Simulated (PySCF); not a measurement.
Vertical excitation energies

Compound: C4H7FO2Si.
SMILES with atom numbers: `[O:1]=[C:2]1[CH2:3][SiH2:4][O:5][C@@H:6]1[CH2:7][F:8]` (hydrogens: H9, H10 on C3; H11, H12 on Si4; H13 on C6; H14, H15 on C7)

Computed, not measured: PySCF 2.14.0, density-fitted response routines, TDDFT CAM-B3LYP/def2-SVPD, vertical, gas phase, core orbitals frozen in the response. One conformer (not necessarily the lowest) at the GFN2-xTB geometry, without solvent, vibrations or thermal averaging.

| state | E (eV) | E (kJ/mol) | λ (nm) | f | main configurations (H = HOMO, L = LUMO) |
| --- | --- | --- | --- | --- | --- |
| S1 | 4.25 | 410 | 292.0 | 0.0007 | H→L (91%) |
| S2 | 6.73 | 649 | 184.2 | 0.0081 | H-1→L (92%) |
| S3 | 7.02 | 677 | 176.6 | 0.020 | H→L+1 (72%) |
| S4 | 7.13 | 688 | 173.9 | 0.013 | H→L+2 (77%), H→L+3 (8%) |
| S5 | 7.32 | 706 | 169.4 | 0.018 | H-2→L (89%) |
| S6 | 7.53 | 727 | 164.6 | 0.011 | H-1→L+1 (80%) |
| S7 | 8.01 | 773 | 154.8 | 0.016 | H→L+4 (78%) |
| S8 | 8.04 | 776 | 154.2 | 0.027 | H-1→L+2 (68%) |

Triplets, Tamm–Dancoff:

| state | E (eV) | λ (nm) | main configurations (H = HOMO, L = LUMO) |
| --- | --- | --- | --- |
| T1 | 3.73 | 332.7 | H→L (89%) |
| T2 | 5.87 | 211.3 | H-3→L (39%), H-6→L (23%), H-2→L (11%) |
| T3 | 6.57 | 188.7 | H-1→L (73%) |

The lowest singlet comes at 292 nm (410 kJ/mol) in the ultraviolet; it is very weak; its leading configuration is HOMO→LUMO (91%). The most intense listed level is S8 at 8.04 eV (154 nm, f = 0.027), 3.80 eV above S1. It is the last of those listed, so stronger ones may follow. Löwdin shares by element: HOMO oxygen 49% or more, carbon 32% or more (atoms not listed hold the other 20%); LUMO carbon 49% or more, oxygen 28% or more (atoms not listed hold the other 23%). Weighted by f, the mean energy of these states is 7.47 eV. Of the 8 states listed, 6 reach f = 0.01 and none stays under 0.0005. Orbital energies (eV): HOMO-3 -11.39, HOMO-2 -10.99, HOMO-1 -9.96, HOMO -8.87, LUMO 0.08, LUMO+1 0.94, LUMO+2 1.11. The window holds the lowest 8 singlets.
